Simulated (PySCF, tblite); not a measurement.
Compound: C7H9FO.
SMILES with atom numbers: `[CH2:1]=[C:2]1[C:3](=[CH2:4])[C@H:5]([F:6])[C@@H:7]1[O:8][CH3:9]` (hydrogens: H10, H11 on C1; H12, H13 on C4; H14 on C5; H15 on C7; H16, H17, H18 on C9)

Computed with GFN2-xTB (tblite), gas phase: Langevin dynamics at 600 K from the optimised GFN2-xTB geometry, time step 0.5 fs, friction 0.01 fs⁻¹, 2000 steps. Over the second half of the run the saved frames average 567 K.

Frame at 250 fs, instantaneous temperature 532 K:
```
atom  x, y, z in Å
C1     -1.501    0.973    1.583
C2     -1.030    0.218    0.551
C3     -1.492   -1.081   -0.145
C4     -2.269   -2.114    0.137
C5     -0.231   -1.060   -0.866
F6      0.448   -2.146   -0.461
C7      0.311    0.267   -0.185
O8      1.478    0.166    0.497
C9      2.663   -0.152   -0.200
H10    -2.402    0.746    2.075
H11    -0.947    1.952    1.808
H12    -3.073   -2.183    0.839
H13    -2.123   -2.994   -0.583
H14    -0.245   -0.973   -1.969
H15     0.246    1.241   -0.796
H16     2.532   -0.728   -1.062
H17     3.315   -0.633    0.535
H18     3.083    0.857   -0.500
```

Frame at 425 fs, instantaneous temperature 588 K:
```
atom  x, y, z in Å
C1     -0.935   -0.015    2.065
C2     -0.570   -0.481    0.905
C3     -0.992   -1.304   -0.249
C4     -1.866   -2.078   -0.872
C5      0.427   -1.130   -0.756
F6      0.983   -2.405   -0.787
C7      0.825   -0.214    0.387
O8      1.895   -0.691    1.169
C9      2.946    0.190    1.161
H10    -1.868   -0.076    2.548
H11    -0.137    0.502    2.712
H12    -2.836   -2.230   -0.538
H13    -1.639   -2.577   -1.881
H14     0.469   -0.705   -1.814
H15     0.927    0.865    0.274
H16     3.382    0.545    0.118
H17     3.946   -0.133    1.536
H18     2.620    1.124    1.655
```

Frame at 625 fs, instantaneous temperature 612 K:
```
atom  x, y, z in Å
C1     -1.758   -0.412    1.708
C2     -0.909   -0.364    0.709
C3     -0.892   -1.025   -0.561
C4     -1.863   -1.662   -1.270
C5      0.645   -1.109   -0.514
F6      1.241   -2.377   -0.127
C7      0.543   -0.025    0.655
O8      1.117   -0.022    2.006
C9      2.545    0.050    1.873
H10    -2.613   -1.007    1.805
H11    -1.450    0.179    2.614
H12    -2.824   -1.359   -1.304
H13    -1.491   -2.293   -2.123
H14     1.244   -0.838   -1.409
H15     0.695    0.969    0.144
H16     3.049   -0.809    1.434
H17     2.879    0.204    2.954
H18     2.776    1.036    1.387
```

Frame at 800 fs, instantaneous temperature 549 K:
```
atom  x, y, z in Å
C1     -1.810    0.508    1.251
C2     -0.875   -0.238    0.590
C3     -0.780   -1.195   -0.474
C4     -1.647   -2.163   -0.941
C5      0.776   -1.153   -0.568
F6      1.363   -2.345   -0.247
C7      0.622   -0.128    0.699
O8      1.101   -0.477    1.945
C9      2.506   -0.243    1.984
H10    -2.893    0.441    1.018
H11    -1.527    1.195    2.008
H12    -2.727   -2.132   -0.667
H13    -1.344   -3.035   -1.527
H14     1.057   -0.948   -1.558
H15     1.045    0.935    0.372
H16     2.881   -0.042    2.986
H17     2.521    0.694    1.444
H18     3.001   -1.104    1.594
```

Frame at 1000 fs, instantaneous temperature 409 K:
```
atom  x, y, z in Å
C1     -1.750   -0.018    1.437
C2     -0.773   -0.224    0.514
C3     -0.578   -1.050   -0.752
C4     -1.475   -1.877   -1.338
C5      0.968   -0.910   -0.606
F6      1.605   -2.167   -0.458
C7      0.726   -0.233    0.836
O8      1.098   -0.853    1.959
C9      2.471   -0.671    2.259
H10    -2.761    0.000    0.933
H11    -1.571    0.494    2.371
H12    -2.468   -1.789   -1.065
H13    -1.068   -2.507   -2.144
H14     1.653   -0.354   -1.326
H15     1.111    0.768    0.770
H16     3.000   -1.426    1.610
H17     2.578   -1.078    3.175
H18     2.707    0.385    2.058
```

Q: What do single points at PBE0/pcSseg-1 (PySCF, gas phase) give on these frames?

A: 
```csv
t (fs),GFN2-xTB E above start (eV),DFT E above lowest frame (eV),HOMO (eV),LUMO (eV),dipole (D)
250,1.14,0.17,-6.92,-1.45,1.35
425,1.40,0.47,-7.18,-1.68,2.68
625,1.17,0.26,-6.94,-1.79,2.00
800,1.01,0.00,-6.73,-1.76,1.70
1000,1.21,0.29,-6.94,-1.58,1.80
```

Both levels order the frames alike by energy; measured from each level's lowest frame they differ by 0.10 eV at most. The HOMO–LUMO gap runs from 4.97 to 5.50 eV. These are instantaneous structures, not minima.

Q: And the isotropic GIAO shieldings (ppm) from the same runs?

A: 
| atom | 250 fs | 425 fs | 625 fs | 800 fs | 1000 fs | mean | range |
| --- | --- | --- | --- | --- | --- | --- | --- |
| C1 | 55.7 | 58.3 | 73.1 | 63.9 | 59.7 | 62.1 | 17.4 |
| C2 | 12.0 | 34.1 | 31.8 | 28.8 | 8.4 | 23.0 | 25.7 |
| C3 | 30.3 | 37.5 | 24.0 | 19.2 | 15.9 | 25.4 | 21.6 |
| C4 | 65.3 | 64.7 | 58.4 | 51.9 | 63.6 | 60.8 | 13.4 |
| C5 | 95.9 | 89.2 | 75.6 | 90.4 | 75.8 | 85.4 | 20.3 |
| F6 | 376.9 | 363.2 | 358.5 | 390.7 | 374.4 | 372.7 | 32.2 |
| C7 | 109.3 | 106.4 | 95.7 | 87.4 | 104.2 | 100.6 | 21.9 |
| O8 | 318.3 | 306.7 | 258.6 | 285.7 | 302.3 | 294.3 | 59.7 |
| C9 | 127.6 | 123.1 | 122.5 | 121.3 | 124.0 | 123.7 | 6.3 |
| H10 | 25.5 | 26.1 | 26.3 | 25.2 | 24.7 | 25.6 | 1.6 |
| H11 | 24.7 | 24.9 | 25.8 | 26.0 | 25.0 | 25.3 | 1.3 |
| H12 | 25.5 | 26.7 | 25.9 | 24.8 | 25.5 | 25.7 | 1.9 |
| H13 | 24.9 | 24.5 | 25.4 | 25.0 | 25.2 | 25.0 | 0.9 |
| H14 | 26.0 | 25.6 | 25.4 | 26.7 | 24.7 | 25.7 | 2.0 |
| H15 | 26.3 | 28.0 | 26.8 | 25.8 | 28.4 | 27.1 | 2.6 |
| H16 | 29.1 | 26.7 | 27.6 | 27.8 | 26.7 | 27.6 | 2.4 |

The cost below is that of the whole dynamics run. Hardware: an Intel Xeon Platinum 8375C at 2.90 GHz with one thread, no GPU, shared host. Cost: 16 s wall, 0.19 GiB resident at most.
